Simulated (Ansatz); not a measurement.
```yaml
crystal:
  periodic: [false, false, false]
  atoms:
    - {symbol: Na, position_ang: [-0.001372, 1.484796, -0.511483]}
    - {symbol: I, position_ang: [-1.232007, -1.070169, -0.838120]}
    - {symbol: I, position_ang: [1.268021, -0.336983, 1.342006]}
basis:
  gaussian: {orbitals: def2-TZVP, point_charges: [{charge: 1.00, position_ang: [4.731, -0.451, 0.137]}]}
magnetization: {spin_polarized: false, initial_magnetization: 1}
hamiltonian: {xc: {name: PBE0}, dispersion: d3bjatm}
scf: {omitted_lower_state_checks: [starts]}
```

```sh
$ ansatz run in.yaml --threads 4 --pin off --events-out ev --progress --plain --max-ram 3916MiB
```

It prints (some lines left out):

```
Functional definition: PBE0
1122 factors; their error is unknown
mean field evaluation 1: about -20618.0951 eV, gradient 1.4e1 eV
mean field evaluation 2: about -20617.4504 eV, gradient 2.1e1 eV
mean field evaluation 4: about -20618.7658 eV, gradient 1.3e0 eV
mean field evaluation 8: about -20619.3463 eV, gradient 2.3e-1 eV
mean field evaluation 16: about -20619.3463 eV, gradient 1.0e-4 eV
mean field -20619.34632981 eV, -757.7470013258 hartree, gradient 1.1e-5 eV, S^2 0.750000; 0 other end points of the search recorded, 0 dependent functions left out
reference -20619.34637551 eV, -757.7470030049 hartree; 31, 30 occupied and 101, 102 virtual orbitals, 1122 factors
Total energy: -20619.44480893 eV, -757.7506203665 hartree
Checks for a lower state left out: starts
```

Hardware: 4 threads of Arm Neoverse V1 on a shared host. Wall time 2.6 s.

In the def2 sets I takes a core potential; there is no spin–orbit coupling.

With spin_polarized false and unpaired electrons the run is restricted open-shell.
